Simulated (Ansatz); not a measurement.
Molecular dynamics of C₃H₉NSi

Input file:

```yaml
crystal:
  periodic: [false, false, false]
  atoms:
    - { symbol: C, position_ang: [-1.315383, 1.403608, 0.584886] }
    - { symbol: C, position_ang: [0.11699, 0.964513, 0.161169] }
    - { symbol: "N", position_ang: [0.379359, -0.474442, 0.642425] }
    - { symbol: C, position_ang: [-0.191951, -1.487123, -0.416807] }
    - { symbol: Si, position_ang: [1.635738, -1.338687, -0.376242] }
    - { symbol: H, position_ang: [-1.499369, 2.455675, 0.294954] }
    - { symbol: H, position_ang: [-2.074456, 0.765634, 0.094955] }
    - { symbol: H, position_ang: [-1.434792, 1.309507, 1.679712] }
    - { symbol: H, position_ang: [0.868271, 1.617972, 0.659249] }
    - { symbol: H, position_ang: [0.228121, 1.103021, -0.942947] }
    - { symbol: H, position_ang: [-0.715759, -2.337651, 0.054799] }
    - { symbol: H, position_ang: [-0.765274, -1.061563, -1.260729] }
    - { symbol: H, position_ang: [2.465299, -2.296991, 0.333044] }
    - { symbol: H, position_ang: [2.290304, -0.652574, -1.479768] }
basis:
  gaussian: { orbitals: STO-3G }
hamiltonian:
  xc: pbe
  dispersion: d4
md:
  timestep: 0.5
  n_steps: 182
  ensemble: nve
  temperature: 300.0
  initial_velocities: maxwell_boltzmann
  seed: 169385
  masses: [{ species: H, mass: 2.014 }]
```

Command:

```bash
$ ansatz run input.yaml --threads 1 --pin off --max-ram 2048MiB --backend cpu --events-out ev --progress --plain --runs-dir out
```

It starts from a relaxed structure.

Output, in part (one step line in 7, the closing report, with atoms numbered from 0):

```
md step     0: t =     0.00 fs  T =   300.0 K  F+E_penalty+E_count = -12464.52758068 eV  E_kin = 0.465336 eV  conserved = -12464.06224469 eV  (24 SCF iters)
md step     7: t =     3.50 fs  T =   182.0 K  F+E_penalty+E_count = -12464.34328272 eV  E_kin = 0.282292 eV  conserved = -12464.06099051 eV  (20 SCF iters)
md step    14: t =     7.00 fs  T =   141.8 K  F+E_penalty+E_count = -12464.28157938 eV  E_kin = 0.219934 eV  conserved = -12464.06164530 eV  (21 SCF iters)
md step    21: t =    10.50 fs  T =    94.5 K  F+E_penalty+E_count = -12464.20734202 eV  E_kin = 0.146540 eV  conserved = -12464.06080160 eV  (25 SCF iters)
md step    28: t =    14.00 fs  T =   177.0 K  F+E_penalty+E_count = -12464.33656025 eV  E_kin = 0.274564 eV  conserved = -12464.06199597 eV  (27 SCF iters)
md step    35: t =    17.50 fs  T =   117.1 K  F+E_penalty+E_count = -12464.24270811 eV  E_kin = 0.181687 eV  conserved = -12464.06102093 eV  (21 SCF iters)
md step    42: t =    21.00 fs  T =   135.9 K  F+E_penalty+E_count = -12464.27256275 eV  E_kin = 0.210807 eV  conserved = -12464.06175587 eV  (22 SCF iters)
md step    49: t =    24.50 fs  T =   106.7 K  F+E_penalty+E_count = -12464.22642086 eV  E_kin = 0.165496 eV  conserved = -12464.06092450 eV  (22 SCF iters)
md step    56: t =    28.00 fs  T =   170.5 K  F+E_penalty+E_count = -12464.32627977 eV  E_kin = 0.264408 eV  conserved = -12464.06187187 eV  (29 SCF iters)
md step    63: t =    31.50 fs  T =   119.8 K  F+E_penalty+E_count = -12464.24677015 eV  E_kin = 0.185759 eV  conserved = -12464.06101125 eV  (20 SCF iters)
md step    70: t =    35.00 fs  T =   164.1 K  F+E_penalty+E_count = -12464.31615245 eV  E_kin = 0.254466 eV  conserved = -12464.06168637 eV  (21 SCF iters)
md step    77: t =    38.50 fs  T =   161.2 K  F+E_penalty+E_count = -12464.31119379 eV  E_kin = 0.250016 eV  conserved = -12464.06117816 eV  (21 SCF iters)
md step    84: t =    42.00 fs  T =   196.6 K  F+E_penalty+E_count = -12464.36674099 eV  E_kin = 0.304938 eV  conserved = -12464.06180267 eV  (28 SCF iters)
md step    91: t =    45.50 fs  T =   129.0 K  F+E_penalty+E_count = -12464.26112213 eV  E_kin = 0.200026 eV  conserved = -12464.06109657 eV  (22 SCF iters)
md step    98: t =    49.00 fs  T =   143.3 K  F+E_penalty+E_count = -12464.28381257 eV  E_kin = 0.222274 eV  conserved = -12464.06153885 eV  (22 SCF iters)
md step   105: t =    52.50 fs  T =   158.8 K  F+E_penalty+E_count = -12464.30754668 eV  E_kin = 0.246250 eV  conserved = -12464.06129640 eV  (21 SCF iters)
md step   112: t =    56.00 fs  T =   192.9 K  F+E_penalty+E_count = -12464.36107170 eV  E_kin = 0.299271 eV  conserved = -12464.06180119 eV  (28 SCF iters)
md step   119: t =    59.50 fs  T =   128.4 K  F+E_penalty+E_count = -12464.26031048 eV  E_kin = 0.199167 eV  conserved = -12464.06114392 eV  (22 SCF iters)
md step   126: t =    63.00 fs  T =   125.7 K  F+E_penalty+E_count = -12464.25643439 eV  E_kin = 0.194931 eV  conserved = -12464.06150365 eV  (21 SCF iters)
md step   133: t =    66.50 fs  T =   109.3 K  F+E_penalty+E_count = -12464.23080997 eV  E_kin = 0.169540 eV  conserved = -12464.06127021 eV  (21 SCF iters)
md step   140: t =    70.00 fs  T =   139.4 K  F+E_penalty+E_count = -12464.27792847 eV  E_kin = 0.216168 eV  conserved = -12464.06176081 eV  (22 SCF iters)
md step   147: t =    73.50 fs  T =   113.6 K  F+E_penalty+E_count = -12464.23732589 eV  E_kin = 0.176232 eV  conserved = -12464.06109425 eV  (21 SCF iters)
md step   154: t =    77.00 fs  T =   165.7 K  F+E_penalty+E_count = -12464.31867996 eV  E_kin = 0.257095 eV  conserved = -12464.06158522 eV  (29 SCF iters)
md step   161: t =    80.50 fs  T =   171.8 K  F+E_penalty+E_count = -12464.32773785 eV  E_kin = 0.266457 eV  conserved = -12464.06128134 eV  (27 SCF iters)
md step   168: t =    84.00 fs  T =   184.8 K  F+E_penalty+E_count = -12464.34859961 eV  E_kin = 0.286693 eV  conserved = -12464.06190641 eV  (27 SCF iters)
md step   175: t =    87.50 fs  T =   100.5 K  F+E_penalty+E_count = -12464.21684734 eV  E_kin = 0.155842 eV  conserved = -12464.06100539 eV  (21 SCF iters)
md step   182: t =    91.00 fs  T =   129.5 K  F+E_penalty+E_count = -12464.26228437 eV  E_kin = 0.200802 eV  conserved = -12464.06148281 eV  (25 SCF iters)
Total energy: -12464.26231067 eV, -458.0531913367 hartree
Atom 0 at    -1.342907     1.439526     0.572180 Å, force    -0.268187    -0.478094    -0.050136 eV/Å
Atom 1 at     0.139616     0.963269     0.203704 Å, force    -1.341424     0.429888    -1.271950 eV/Å
Atom 2 at     0.405953    -0.458321     0.631802 Å, force    -0.050108    -1.294401     1.025549 eV/Å
Atom 3 at    -0.192072    -1.498107    -0.393081 Å, force    -0.055417    -0.242884     0.547539 eV/Å
Atom 4 at     1.624857    -1.365451    -0.392965 Å, force     0.607234     0.980641    -0.189786 eV/Å
Atom 5 at    -1.577754     2.512356     0.360412 Å, force     0.745294    -0.238487     0.093092 eV/Å
Atom 6 at    -2.079776     0.877715    -0.066889 Å, force     0.515244     0.002734     0.563871 eV/Å
Atom 7 at    -1.576232     1.245564     1.650591 Å, force     0.161245    -0.000372    -0.525283 eV/Å
Atom 8 at     0.913691     1.624080     0.625447 Å, force     0.171749     0.222275     0.440248 eV/Å
Atom 9 at     0.214920     1.039369    -0.907198 Å, force     0.062895     0.424996    -0.169604 eV/Å
Atom 10 at    -0.643484    -2.402765     0.119681 Å, force     0.010146     0.987682    -0.611345 eV/Å
Atom 11 at    -0.742056    -1.059668    -1.242069 Å, force    -0.397755    -0.298076    -0.033699 eV/Å
Atom 12 at     2.530951    -2.276842     0.256902 Å, force     0.052205    -0.267951     0.336554 eV/Å
Atom 13 at     2.318794    -0.536947    -1.375918 Å, force    -0.213121    -0.227951    -0.155049 eV/Å
Dipole moment:     0.132415    -0.046431    -0.333442 e Å
```

The run went to its last step. The conserved energy stayed within 0.1 meV per atom of its start (net change 0.054 meV per atom), so the integration is sound. The temperature averaged 0.47 of the 300 K drawn at the start: a run that starts near a minimum puts about half its kinetic energy into the potential. A run of 0.091 ps of so small a system gives no equilibrium averages. Limits of this set-up: minimal basis.

The same pairs are bonded in the first frame and the last. Pairs count as bonded within 1.25 times the sum of covalent radii (0.12 Å more for H–H).

Last frame:

```xyz
14
Properties=species:S:1:pos:R:3
C -1.343 1.440 0.572
C 0.140 0.963 0.204
N 0.406 -0.458 0.632
C -0.192 -1.498 -0.393
Si 1.625 -1.365 -0.393
H -1.578 2.512 0.360
H -2.080 0.878 -0.067
H -1.576 1.246 1.651
H 0.914 1.624 0.625
H 0.215 1.039 -0.907
H -0.643 -2.403 0.120
H -0.742 -1.060 -1.242
H 2.531 -2.277 0.257
H 2.319 -0.537 -1.376
```

Run time: 8.3 min on 1 thread of Arm Neoverse V1 (shared host), peak memory 0.096 GiB.
